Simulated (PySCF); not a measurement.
Cl3Si, multiplicity 2. Atoms are numbered in the order given.

```xyz
4

Cl     1.6776     0.9686    -0.1503
Si     0.0000     0.0000     0.5476
Cl     0.0000    -1.9371    -0.1503
Cl    -1.6776     0.9686    -0.1503
```
Charge 0, spin multiplicity 2.

Geometry: PBE0-D3(BJ)/def2-SVP. The isomer is the one that the SMILES or the coordinates give; other isomers of the formula were not compared.

The numbers are results of B3LYP/def2-TZVPD (PySCF), not measurements.

Gas-phase values at a fixed geometry.

```yaml
total_energy: -1670.31433 hartree
point_group: C3v
"α spin, highest occupied and lowest empty level": -6.95 and -0.63 eV
"β spin, highest occupied and lowest empty level": -9.16 and -4.02 eV
dipole_moment: 0.67 D
quadrupole, principal values (traceless, Buckingham form, about the centre of nuclear charge): -0.93, -0.93, 1.86 D·Å
mean_static_polarisability: 70.9 bohr³ (10.51 Å³)
polarisability_principal_values: 56.7, 78.0, 78.0 bohr³
"⟨S²⟩": 0.752 (pure state 0.75)
```
